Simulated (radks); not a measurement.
Results of a calculation; reference values are marked as such.
All-electron atom: Co XVI in [Ne] 3s2. Level of theory: scalar-relativistic Kohn-Sham, LDA (Slater exchange, VWN5 correlation), spin-polarised, spherical densities, finite nucleus; Fermi nuclear charge, rms radius 3.7875 fm (a radial shooting solver on a logarithmic mesh with Libxc functionals).

Unscreened Slater integrals over Kohn-Sham orbitals (eV). They are taken over the spin-up orbitals. Empty in this configuration: 3p.

integral    value
F0(3s,3s)  37.694
F0(3s,2p)  49.473
G1(3s,2p)  4.9491
F0(3s,2s)  48.502
G0(3s,2s)  3.9237
F0(3s,1s)  56.026
G0(3s,1s)  2.5350
F0(3s,3p)  37.953
G1(3s,3p)  24.926
F0(2p,2p)  112.06
F2(2p,2p)  52.952
F0(2p,2s)  103.11
G1(2p,2s)  59.326
F0(2p,1s)  153.48
G1(2p,1s)  26.407
F0(2p,3p)  50.899
F2(2p,3p)  12.305
G0(2p,3p)  4.9966
G2(2p,3p)  5.3828
F0(2s,2s)  97.357
F0(2s,1s)  136.81
G0(2s,1s)  12.645
F0(2s,3p)  49.523
G1(2s,3p)  3.9049
F0(1s,1s)  455.02
F0(1s,3p)  58.242
G1(1s,3p)  5.2826
F0(3p,3p)  38.297
F2(3p,3p)  19.399
